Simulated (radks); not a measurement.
The numbers below are computed, except where a source is named.
Question: The tin ion Sn9+, [Kr] 4d5. Code: a radial shooting solver on a logarithmic mesh with Libxc functionals. Model: non-relativistic Kohn-Sham, PBE, spin-polarised, spherical densities, point nucleus. Every spin shell is full or empty, so the densities are truly spherical. Functionals are evaluated on that one density, not self-consistently. Rank these orbital-free kinetic functionals by their error against the exact value of the orbitals, and give that value: Thomas-Fermi, von Weizsacker, TF + vW, revAPBEK, Perdew 92, Thakkar, LKT, PG1, Ernzerhof.

Answer: Exact: 5997.94 hartree. From best to worst, with 100 (|E| - |E exact|)/|E exact| (equal figures are ties): revAPBEK +0.31, Ernzerhof -0.38, Thakkar -0.56, Perdew 92 -0.66, Thomas-Fermi -5.31, PG1 +15.22, LKT +19.35, TF + vW +36.50, von Weizsacker -58.19.
